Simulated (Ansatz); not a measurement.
Reaction (cleavage of the Si–In bond): `[F][InH][SiH3]` + `N[SiH](F)Br` → `F[SiH](Br)N[SiH3]` + `[F][InH2]`

Calculated with Ansatz (gas phase, PBE0-D4/def2-TZVP geometries, no zero-point term in ΔE). CCSD(T)/CBS adds triple-zeta CCSD(T) − MP2 to the extrapolated MP2 energy (def2 sets, frozen cores). Functionals use def2-TZVPP. B3LYP here is the variant with VWN-RPA as its local correlation; programs differ in this. def2 core potentials past Kr. For Br, In outer-core shells are correlated without core-valence functions, which leaves a few kJ/mol of doubt a bond. Scalar relativity is left out up to krypton. Each species was taken in one conformer, which may not be the lowest.

```csv
level,ΔE (kcal/mol),difference from CCSD(T)/CBS
r2SCAN-D4,-3.4,1.0
B3LYP-D4,-4.1,0.3
ωB97M-V,-5.0,-0.6
B2PLYP,-4.2,0.2
PBE,0.0,4.4
PBE0,-1.4,3.0
HF/def2-TZVPP,-7.3,-2.9
MP2/def2-TZVPP,-5.6,-1.2
SCS-MP2/def2-TZVPP,-6.3,-1.9
CCSD(T)/def2-TZVPP,-5.1,-0.7
HF/def2-QZVPP,-7.7,-3.3
MP2/def2-QZVPP,-5.3,-0.9
SCS-MP2/def2-QZVPP,-6.0,-1.6
HF/CBS(def2),-7.7,-3.3
MP2/CBS(def2),-4.8,-0.4
CCSD/CBS(def2),-4.5,-0.1
CCSD(T)/CBS,-4.4,0
```

Largest T1 diagnostic among the species: 0.016.

From PBE to PBE0 (25 % exact exchange), in def2-TZVPP and without D4, ΔE moves by −1.4 kcal/mol. In def2-TZVPP, CCSD(T) changes the Hartree–Fock value by +2.2 kcal/mol (the triples alone add +0.1 kcal/mol) and MP2 by +1.7 kcal/mol.
